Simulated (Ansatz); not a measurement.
Total energies of CH5BN2O, SMILES `NB1NCO1`.

```xyz
10

N    -1.092    1.346   -0.743
B    -0.260    0.416   -0.112
N    -0.298   -0.998    0.157
C     1.042   -0.787    0.684
O     0.975    0.635    0.510
H    -0.862    2.322   -0.782
H    -1.997    1.114   -1.107
H    -0.521   -1.777   -0.436
H     1.163   -1.048    1.741
H     1.851   -1.224    0.088
```

The species carries charge 0 and has multiplicity 1. All single points use the PBE0-D4/def2-TZVP geometry. It is one conformer, not always the lowest. Basis def2-TZVPP, Ansatz.

RPA on PBE orbitals: Hartree–Fock energy of these orbitals -249.36843 Eh, correlation -1.43347 Eh (frozen core).

| functional | energy without D4 (Eh) | D4 term (kJ/mol) |
| --- | --- | --- |
| LDA (SPW92) | -248.81278 | – |
| PBE | -250.58140 | -16.0 |
| revPBE | -250.80434 | -57.6 |
| BLYP | -250.80525 | -36.5 |
| r2SCAN | -250.74607 | -3.9 |
| B97M-V | -250.85440 | – |
| PBE0 | -250.59764 | -13.2 |
| B3LYP | -250.89131 | -25.6 |
| r2SCANh | -250.73370 | -4.1 |
| r2SCAN0 | -250.71618 | -4.5 |
| HSE06 (plane-wave form) | -250.58489 | -12.2 |
| BHLYP | -250.74824 | -17.4 |
| CAM-B3LYP | -250.77797 | -13.1 |
| LC-ωPBE | -250.72919 | – |
| ωB97X-V | -250.80776 | – |
| ωB97M-V | -250.79690 | – |
| B2PLYP | -250.69076 | – |
| PBE-QIDH | -250.56180 | – |

B3LYP takes the VWN-RPA correlation (the form of Gaussian; ORCA's B3LYP/G). HSE06 is the plane-wave form, built on full-range PBE exchange. The double hybrids freeze the cores in their second-order part.

LC-ωPBE has ω = 0.4 bohr⁻¹.
